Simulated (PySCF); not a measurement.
C2H9FSi3, SMILES F[Si@@H]1C[C@@H]([SiH3])[SiH2]1.

The structure is a stationary point at PBE0-D3(BJ)/def2-SVP. The structure was generated by enumeration; whether it is a known compound was not checked.

Two levels are set side by side: PBE/def2-TZVP (PySCF) and CAM-B3LYP/def2-TZVP (PySCF). Same geometry, gas phase. Differences are taken from unrounded values.

```tsv
quantity	PBE
orbital gap (eV)	5.03
highest occupied level (eV)	-6.46
lowest empty level (eV)	-1.43
dipole moment (D)	0.74
mean polarisability (bohr³)	107.3
```

Q: These are the PBE values. What does CAM-B3LYP give? (An estimate is asked for; the answer gives what the named calculation found.)

A: 
```csv
quantity,CAM-B3LYP,PBE minus CAM-B3LYP
orbital gap (eV),9.40,-4.36
highest occupied level (eV),-8.84,2.38
lowest empty level (eV),0.55,-1.98
dipole moment (D),0.86,-0.12
mean polarisability (bohr³),101.4,5.9
```

Without exact exchange PBE keeps part of each electron's self-repulsion, which lifts occupied levels and narrows the gap. PBE's more diffuse valence density responds more strongly to a field. Differences between two approximate levels are no errors against the true value.

Rough cost on one machine, each run with all the roots and properties that it gave: CAM-B3LYP against PBE within a factor of 2.
